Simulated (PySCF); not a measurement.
silene cation (CH4Si), SMILES [SiH2]=C (connectivity only; charge and spin as stated), charge +1, multiplicity 2.

Coordinates come from a B3LYP-D3(BJ)/def2-TZVP optimisation. The spin state was assumed, not searched.

The numbers are results of SMD-B3LYP/6-31G* run with PySCF, not measurements.

Solvation free energies are E(SMD) − E(gas) at the gas-phase geometry, for 1 M in both phases.

Computed solvation free energies in water, diethylether, acetone:
```json
[
 {"solvent": "water", "ΔG(solv) (kcal/mol)": "-60.7", "its non-electrostatic (CDS) part": "3.2"},
 {"solvent": "diethylether", "ΔG(solv) (kcal/mol)": "-49.2", "its non-electrostatic (CDS) part": "0.3"},
 {"solvent": "acetone", "ΔG(solv) (kcal/mol)": "-60.8", "its non-electrostatic (CDS) part": "0.7"}
]
```
